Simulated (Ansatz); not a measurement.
Two structures of AlH3SOF2, singlet, reached by relaxing down either side of one saddle point (PBE0-D4/def2-TZVP). Energies are electronic, without zero-point energy. Program: Ansatz 0.2.0. Basis: def2-TZVPP and def2-QZVPP. Cores are frozen in the correlated methods. Extrapolation: Hartree–Fock as exp(−7.88 √X), correlation as X^−2.97. First:

```
8
angstrom
Al -0.4129 -0.2283 -0.5853
S 1.6426 0.2985 -1.1725
F -0.7907 -1.8423 -0.5185
F -1.6094 0.8292 -0.9972
H 0.6375 0.2352 1.5769
O -0.2688 -0.0178 1.3535
H 1.2875 1.5576 -1.4818
H -0.4858 -0.8322 1.8250
```

Second:

```tsv
atom	x (Å)	y (Å)	z (Å)
Al1	-0.7670	-0.2994	-0.0599
S2	1.6216	0.2420	-0.4612
F3	-0.8572	-1.6987	-0.9402
F4	-1.3859	1.0626	-0.7681
H5	1.5317	1.4360	0.1513
O6	-0.7624	-0.3508	1.6354
H7	1.4338	0.7782	-1.6807
H8	-0.8145	-1.1699	2.1234
```

(1) Which bonds change from the first to the second?

(2) Give the saddle point's structure and its height above each. (An estimate is asked for; the value comes from the calculation.)

T1 diagnostic: at most 0.013.

Answers

(1) AlHSF₂ ([F][Al]([F])[SH]) + H₂O → AlHOF₂ ([OH][Al]([F])[F]) + H₂S (still joined by a long Al–S bond); bonds formed: S2–H5; dative contacts that become bonds: Al1–O6; bonds broken: H5–O6; bonds weakened to dative contacts: Al1–S2.

(2) Computed: 0.732 eV above the first and 0.502 eV above the second (CCSD(T) at an estimated basis limit (MP2 extrapolated from triple and quadruple zeta, plus CCSD(T) − MP2 in triple zeta)).
Al1  (-0.674, -0.350, -0.425)
S2  (1.592, 0.276, -0.756)
F3  (-0.894, -1.964, -0.665)
F4  (-1.680, 0.728, -1.156)
H5  (0.965, 0.242, 0.668)
O6  (-0.244, 0.049, 1.266)
H7  (1.275, 1.570, -0.941)
H8  (-0.340, -0.551, 2.009)
(Å)

Labels in which every atom is bracketed show which atoms are joined, not bond orders.

For scale, one of the runs: CCSD(T)/def2-TZVPP, 219 basis functions (an equivalent command: `ansatz run in.yaml --threads 4`). Hardware: 4 CPU threads, shared host. Wall time 91 s; peak host memory 3.4 GiB.
